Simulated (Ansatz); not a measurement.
Basis-set extrapolation for C2H8B2O (`CBCBO`) (PBE0-D4/def2-TZVP geometry, frozen core, Ansatz). Multiplicity 1, RHF reference.

|  | def2-TZVPP | def2-QZVPP |
| --- | --- | --- |
| HF | -204.763645 | -204.773599 |
| MP2 correlation | -0.793332 | -0.847516 |
| CCSD(T) correlation | -0.872416 | not run |

Energies in hartree. Use E(X) = E(∞) + A·exp(−7.88·√X) for Hartree–Fock and E(X) = E(∞) + B·X^(−2.97) for correlation, with X = 3 and 4, and add CCSD(T) minus MP2 of the smaller set to the MP2 limit.

Task: What is the CCSD(T) energy at the basis-set limit?

Result: HF limit: -204.773599 + (-0.009954) × 0.13774 = -204.77497. MP2 limit: -0.847516 + (-0.054184) × 0.74074 = -0.88765. Higher-order term: -0.872416 − (-0.793332) = -0.07908. Total: -205.74170 hartree, 277.4 kJ/mol below CCSD(T)/def2-TZVPP.
